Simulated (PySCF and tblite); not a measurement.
C₆H₈FN, numbered as in [CH2:1]=[C:2]1[CH2:3][N:4]=[CH:5][CH2:6][C@H:7]1[F:8].

Free energies: PBE0-D3(BJ)/pcSseg-1 (IEF-PCM, water) on GFN2-xTB structures plus GFN2-xTB thermal terms, symmetry and mirror images included. Conformers within 3 kcal/mol (GFN2-xTB free energy) were kept, 4 at most. GIAO shieldings: PBE0/pcSseg-1 (IEF-PCM, water). Shifts are against TMS (¹H), TMS (¹³C), CFCl3 (¹⁹F), NH3 (¹⁵N) at the same level. Codes: tblite and PySCF.

The 6-ring runs over atoms 2–3–4–5–6–7.

```tsv
conformer	shape	symmetry	E(GFN2) kcal/mol	E(DFT) kcal/mol
1	6-ring half-chair (ring torsions -14, 0, -15, 41, -57, 44°)	C1	1.16	0.06
2	6-ring half-chair (ring torsions 9, 1, 19, -46, 58, -40°)	C1	0.00	0.00
3	6-ring boat (ring torsions 43, 1, -43, 36, 3, -44°)	C1	3.01	3.43
```

Task: How much do the weights at 298.15 K and the averaged shift of C1 depend on how the conformers are weighted?

Result: 
```
                                                              weighting  1 (%)  2 (%)  3 (%)  δ (ppm)  rms dipole (D)
DFT energy with thermal terms, symmetry and mirror images (full scheme)     51     49      0    116.4            2.46
                             DFT energy with symmetry and mirror images     47     52      0    116.1            2.38
                                                        bare DFT energy     47     52      0    116.1            2.38
                        GFN2-xTB energy with symmetry and mirror images     12     87      1    112.9            1.39
                                                   GFN2-xTB free energy     14     86      1    113.0            1.45
                                                leading conformer alone    100      0      0    120.9            3.37
                                                          equal weights     33     33     33    119.1            2.78
                         full scheme, search stopped after three starts     51     49      0    116.4            2.46
```

The largest departure from the full scheme, 4.5 ppm, comes with: leading conformer alone.


¹⁵N shifts are against a computed isolated NH3 molecule, about 20 ppm from the liquid.